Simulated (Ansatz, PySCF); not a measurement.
This Ansatz (a quantum-chemistry and plane-wave program) input computes a BLYP/def2-TZVPD energy:

Ansatz 0.2 input:
```yaml
crystal:
  periodic: [false, false, false]
  atoms:
    - {symbol: Si, position_ang: [0.94951313, -0.77843194, -0.19166381]}
    - {symbol: F, position_ang: [2.08508578, 0.03224670, 0.60805698]}
    - {symbol: N, position_ang: [-0.34664848, 0.22209456, -0.68307765]}
    - {symbol: Si, position_ang: [-1.77847588, 0.65594424, 0.20082273]}
    - {symbol: H, position_ang: [0.43879553, -1.80149154, 0.73649390]}
    - {symbol: H, position_ang: [1.61362142, -1.33777200, -1.38419790]}
    - {symbol: H, position_ang: [-0.21487297, 0.69926603, -1.56568574]}
    - {symbol: H, position_ang: [-2.99651456, 0.36125589, -0.59058364]}
    - {symbol: H, position_ang: [-1.80042243, 2.09779915, 0.54418777]}
    - {symbol: H, position_ang: [-1.77436139, -0.14911182, 1.44059154]}
basis:
  gaussian:
    orbitals: def2-TZVPD
hamiltonian:
  xc: {name: BLYP}
output: {forces: true}
```

**Question.** Write an input for the same energy in PySCF and say what it gives.

**Answer.** 
```python
from pyscf import gto, scf, dft

mol = gto.M(
    atom='''
    Si    0.94951313   -0.77843194   -0.19166381
    F     2.08508578    0.03224670    0.60805698
    N    -0.34664848    0.22209456   -0.68307765
    Si   -1.77847588    0.65594424    0.20082273
    H     0.43879553   -1.80149154    0.73649390
    H     1.61362142   -1.33777200   -1.38419790
    H    -0.21487297    0.69926603   -1.56568574
    H    -2.99651456    0.36125589   -0.59058364
    H    -1.80042243    2.09779915    0.54418777
    H    -1.77436139   -0.14911182    1.44059154
    ''',
    basis='def2-tzvpd',
    charge=0,
    spin=0,
    verbose=4,
)

mf = dft.RKS(mol, xc='blyp').density_fit(auxbasis='def2-universal-jkfit')
mf.grids.level = 3
mf.conv_tol = 1e-9
mf.max_cycle = 100
mf.max_memory = 1500
mf.kernel()
if not mf.converged:
    mf = mf.newton()
    mf.kernel(mf.make_rdm1())
mf.analyze()
```
It gives -737.34891 Eh, and Ansatz -737.34878 Eh, a difference of 0.13 mEh, from the treatment of integrals and grids.
